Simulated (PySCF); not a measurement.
A geometry optimisation on trans-Zr(PH3)2Cl4, `[PH3]->[Zr](<-[PH3])([Cl])([Cl])([Cl])[Cl]`.

Computed with PBE0-D3(BJ)/def2-SVP geometry optimisation, gas phase, def2 core potentials past Kr (PySCF 2.14.0). Start geometry: GFN2-xTB. A driver script takes a list of jobs; this job's settings line and coordinates (Å) are shown.

Input:
```
{"job": {"xc": "PBE0", "basis": "def2-SVP", "d3": "d3bj", "grid": 1, "maxiter": 30, "shake": 0.03, "kind": "geom"}, "charge": 0, "multiplicity": 1}
Zr     0.096450    -0.088830     0.012070
P     -0.120520    -0.030520     2.708170
H      0.536900     0.941140     3.400620
H      0.698730    -1.069510     3.264680
H     -1.164420    -0.108530     3.599670
P      0.003140    -0.056610    -2.728070
H      0.946240     0.674450    -3.459520
H     -1.046450     0.640760    -3.206590
H     -0.095710    -1.073540    -3.613380
Cl     2.188650     0.105510     0.933980
Cl    -2.297270     0.119320     0.241550
Cl     0.241210     2.173710    -0.820840
Cl     0.043670    -2.279450    -0.310140
```

Output:
```
step   0  E = -2572.79389011  max force = 0.061821
step   1  E = -2572.81048572  max force = 0.034897
step   2  E = -2572.81689705  max force = 0.014679
step   3  E = -2572.82123512  max force = 0.006271
step   4  E = -2572.82169362  max force = 0.004303
step   5  E = -2572.82234578  max force = 0.001820
step   6  E = -2572.82236923  max force = 0.001350
step   7  E = -2572.82253720  max force = 0.000545
step   8  E = -2572.82259728  max force = 0.000705
step   9  E = -2572.82265680  max force = 0.001379
step  10  E = -2572.82268076  max force = 0.000923
step  11  E = -2572.82269182  max force = 0.000421
optimisation converged
```

Energies in Eh; «max force» is the largest Cartesian gradient component in Eh/bohr.

Q: How much energy does the optimisation release, in kJ/mol?

A: E(step 0) − E(last step) = 0.028802 Eh, which is 75.6 kJ/mol.

Q: Give the first gradient maximum in eV/Å.

A: With 1 Eh/bohr = 51.422 eV/Å, 3.179 eV/Å.

Main results: final energy -2572.82269 Eh after 11 steps; dipole 0.54 D.

Q: Where do the atoms end?

A: 0.169 Å rms from the input after alignment:
```
atom  x, y, z in Å
Zr1    0.0392    0.0829    0.0018
P2    -0.0769   -0.0437    2.7938
H3     0.5186    1.0434    3.4818
H4     0.6425   -1.1081    3.3883
H5    -1.2976   -0.1359    3.5081
P6     0.0031   -0.1007   -2.7915
H7     1.0903    0.5102   -3.4643
H8    -1.0672    0.5710   -3.4302
H9    -0.0381   -1.3406   -3.4776
Cl10   2.3248    0.1594    0.7420
Cl11  -2.3247    0.2595    0.3057
Cl12   0.1560    2.3485   -0.7988
Cl13   0.0605   -2.2982   -0.2369
```

Q: Estimate the wall time. Hardware: an AMD EPYC 7R43 with one thread (shared host). And the peak memory of the process?

A: About 7.1 min, with 0.80 GiB resident at the peak, the Python interpreter and its libraries included.
Labels such as C1 count atoms from 1, the log's own numbers from 0.
